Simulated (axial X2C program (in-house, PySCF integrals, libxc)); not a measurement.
**MnSi⁻ along the bond: r2SCAN, two-component**

Calculated with an axial X2C code built on PySCF integrals. Two-component (2c) means X2C with spin–orbit coupling and atomic mean-field two-electron Coulomb terms, the Gaunt term switched off. Basis: Mn dyall-av3z [10s11p7d3f2g], Si dyall-av3z [9s8p3d2f] (cores contracted in-house); Gaussian nuclei, density fitting, unrestricted open shells. Masses: Mn 54.938 u, Si 27.977 u.

State: Ω = 1 (⟨Sz⟩ = 1.00, ⟨Lz⟩ = 0.00 at r2SCAN). Dipoles are positive if Si is the positive end and refer to the centre of mass.

| R (Å) | μ (D) | HOMO (eV) | LUMO (eV) |
| --- | --- | --- | --- |
| 2.211 | -0.044 | 0.80 | 0.98 |
| 2.284 | -0.121 | 0.77 | 0.98 |
| 2.357 | -0.223 | 0.75 | 0.99 |
| 2.430 | -0.347 | 0.72 | 1.02 |
| 2.515 | -0.523 | 0.69 | 1.06 |
| 2.600 | -0.724 | 0.66 | 1.12 |
| 2.709 | -1.018 | 0.62 | 1.20 |

**Question.** The minimum lies at 2.344 Å. What is the dipole moment there?

**Answer.** At r2SCAN, 2c, with the sign and origin stated: μ = -0.20 D.

Occupations by symmetry block were frozen at the best pattern of an incomplete PBE0 search. Density functionals use the spin component along the axis (collinear). PBE0 can misorder states that lie within some tenths of an eV, so this need not be the ground state of the molecule. The nearest other 2c determinant of the search, Ω = 2, lies 0.23 eV up at the distance of the search. With several unpaired electrons one determinant need not be a pure state. Open-shell Ω = 0 determinants with evenly filled partner blocks cannot be reached by this program, so the Ω shown need not be the lowest component. The highest occupied level of some functionals is positive through self-interaction error; at Hartree–Fock it is bound. The determinant is spin-polarised beyond a pure state at some levels (its spin-free form has ⟨S²⟩ too high), which makes Re and μ there less reliable. The LUMO of an anion is an unbound level whose energy the basis sets.
